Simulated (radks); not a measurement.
Values are calculated unless marked as measured or tabulated.
Q: Mean orbital radii <r> (bohr) of neutral lithium, [He] 2s1, of relativity; Dirac values are averaged over j with weights 2j + 1. Spin-unpolarised spherical Kohn-Sham, PBEsol, point nucleus unless stated (finite: rms radius 2.444 fm), a radial shooting solver on a logarithmic mesh with Libxc functionals. A level marked "c x" has the speed of light scaled by that factor.

| shell | non-rel. |
|---|---|
| 1s | 0.5840 |
| 2s | 3.946 |
| 2p (empty) | 5.074 |

Give the values at the level "Dirac, c x 2".

A: 
shell       Dirac, c x 2  change of magnitude (%)
1s                0.5840                    0.00
2s                 3.945                    0.00
2p (empty)         5.074                    0.00
